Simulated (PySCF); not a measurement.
Cr(13+) (chromium, charge +13) across methods

[Ne] 3s1, 2S determinant. Computed with PySCF 2.14 in an uncontracted even-tempered set (18 s from 0.81 bohr⁻², ratio 2.5; 11 p from 1.1 bohr⁻², ratio 2.5; 5 d from 4.4 bohr⁻², ratio 2.7; 4 f from 6.6 bohr⁻², ratio 2.7), with scalar relativity by spin-free X2C-1e.

```json
{"method": "r2SCAN", "E (hartree)": "-977.872", "mean ε 2p α (eV)": "-936.31", "mean ε 2p β (eV)": "-935.37", "mean ε 3s α (eV)": "-372.92", "Σ⟨r²⟩ (bohr²)": "1.326", "⟨S²⟩": "0.750"}
{"method": "LDA", "E (hartree)": "-975.482", "mean ε 2p α (eV)": "-930.70", "mean ε 2p β (eV)": "-929.73", "mean ε 3s α (eV)": "-372.41", "Σ⟨r²⟩ (bohr²)": "1.326", "⟨S²⟩": "0.750"}
{"method": "revPBE", "E (hartree)": "-977.800", "mean ε 2p α (eV)": "-931.28", "mean ε 2p β (eV)": "-930.32", "mean ε 3s α (eV)": "-372.39", "Σ⟨r²⟩ (bohr²)": "1.325", "⟨S²⟩": "0.750"}
{"method": "PBE0", "E (hartree)": "-977.684", "mean ε 2p α (eV)": "-942.81", "mean ε 2p β (eV)": "-941.72", "mean ε 3s α (eV)": "-375.44", "Σ⟨r²⟩ (bohr²)": "1.325", "⟨S²⟩": "0.750"}
{"method": "PBE", "E (hartree)": "-977.623", "mean ε 2p α (eV)": "-931.34", "mean ε 2p β (eV)": "-930.33", "mean ε 3s α (eV)": "-372.49", "Σ⟨r²⟩ (bohr²)": "1.325", "⟨S²⟩": "0.750"}
{"method": "UHF", "E (hartree)": "-977.43390", "mean ε 2p α (eV)": "-975.63", "mean ε 2p β (eV)": "-974.25", "mean ε 3s α (eV)": "-383.65", "Σ⟨r²⟩ (bohr²)": "1.327", "⟨S²⟩": "0.750"}
{"method": "BP86", "E (hartree)": "-977.969", "mean ε 2p α (eV)": "-931.64", "mean ε 2p β (eV)": "-930.71", "mean ε 3s α (eV)": "-372.53", "Σ⟨r²⟩ (bohr²)": "1.323", "⟨S²⟩": "0.750"}
```
